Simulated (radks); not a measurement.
Problem. The mean radii <r> (bohr) of the occupied orbitals of an atom or ion are listed with their occupations. Method: non-relativistic Kohn-Sham, r2SCAN, spin-polarised, spherical densities, point nucleus; meta-GGA in the generalised Kohn-Sham scheme; computed with a radial shooting solver on a logarithmic mesh with Libxc functionals.

| orbital | occ. | <r> |
|---|---|---|
| 1s up | 1 | 0.02135 |
| 1s down | 1 | 0.02135 |
| 2s up | 1 | 0.09035 |
| 2s down | 1 | 0.09035 |
| 2p up | 3 | 0.07650 |
| 2p down | 3 | 0.07650 |
| 3s down | 1 | 0.2302 |
| 3s up | 1 | 0.2302 |
| 3p up | 3 | 0.2203 |
| 3p down | 3 | 0.2203 |
| 3d up | 5 | 0.1939 |
| 3d down | 5 | 0.1939 |
| 4s up | 1 | 0.5169 |
| 4s down | 1 | 0.5169 |
| 4p up | 3 | 0.5266 |
| 4p down | 3 | 0.5266 |
| 4d up | 5 | 0.5504 |
| 4d down | 5 | 0.5503 |
| 5s up | 1 | 1.274 |
| 5s down | 1 | 1.275 |
| 5p up | 3 | 1.425 |
| 5p down | 3 | 1.420 |
| 4f up | 7 | 0.6889 |
| 4f down | 7 | 0.6874 |
| 6s up | 1 | 3.292 |

Name the element and its charge. Open shells, if any, are filled with parallel spins first.

Solution. Z = 71, lutetium, charge +2: Lu2+ in [Xe] 4f14 6s1. The 1s radius gives Z: for a bare nucleus <r> = 1.5/Z, 0.02113 bohr for Z = 71, and screening makes it slightly larger (0.02135 here). The occupations add up to 69, and the charge is Z minus that.
